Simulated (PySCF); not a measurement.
# Correlation energy of Nb⁺ (niobium, charge +1)

[Kr] 4d3 5s1, high-spin 5F determinant (an excited configuration). All numbers are calculated (PySCF 2.14, the spin-free X2C one-electron Hamiltonian (Gaussian nucleus), in x2c-TZVPPall with one added diffuse shell each of s, p, d, f type (9s7p7d3f1g, 95 functions)). Frozen: [Kr]; 4 electrons correlated.

```tsv
level	correlation energy (mhartree)
CCSD	-33.13
(T)	-0.46
CCSD(T)	-33.59
```

Diagnostics: T1 = 0.0049, D1 = 0.0119, largest double amplitude 0.020.

Cost of the coupled-cluster step: of the order of 10 core-seconds, for 4 correlated electrons.
